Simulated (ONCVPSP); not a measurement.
## Before and after: ONCV potential for F (Z = 9)

fluorine, optimised norm-conserving Vanderbilt (ONCV), made with ONCVPSP 4.0.1 (PBEsol, scalar-relativistic). Core [He], reference 2s2 2p5. Waves: 2s: rc 0.75 bohr, ncon 4, nbas 8, qcut 7.3 1/bohr, 1 projector; 2p: rc 1.05 bohr, ncon 5, nbas 10, qcut 10.5 1/bohr, 1 projector. Local part: polynomial inside 0.70 bohr (lpopt 5, dvloc0 4 Ha). Core correction: none.

Change: s: qcut 10.1; p: qcut 14.5.

Cutoffs: the cutoffs (Ha) at which the residual kinetic energy of the hardest occupied pseudo-wave falls to 1 and 0.1 mHa per electron; they do not see the model core or the augmentation charge, which bear on the density cutoff. Errors are all-electron minus pseudo energies relative to the spin-unpolarised reference configuration.

Task: What does the change do?

Result: The potential gets softer (251 Ha and 312 Ha → 67 Ha and 242 Ha); of the 4 tests that both files solve, the error grows in 0 and shrinks in 4 by more than 15 % and 0.3 meV (median size 166.5 → 79.8 meV); neither file shows a bound ghost.

```csv
quantity,base,changed
"cutoff, loose",251 Ha,67 Ha
"cutoff, tight",312 Ha,242 Ha
loose cutoff by channel,"s 251 Ha, p 50 Ha","s 50 Ha, p 67 Ha"
bound ghosts,none,none
GHOST(+) flags under 300 eV,none,none
"error for 2s2 2p4, meV [ΔE 19.32 eV]",+3.7,+0.3
"error for 2s2 2p3, meV [ΔE 57.59 eV]",+56,+23
"error for 2s2 2p2, meV [ΔE 118.08 eV]",+278,+137
"error for 2s2 2p1, meV [ΔE 203.68 eV]",+917,+498
s: phases at 0.76 bohr within 0.05 rad from the reference energy up to (Ha; the scan ends near 5),to the end of the scan,to the end of the scan
p: phases at 1.06 bohr within 0.05 rad from the reference energy up to (Ha; the scan ends near 5),4.3,4.8
```
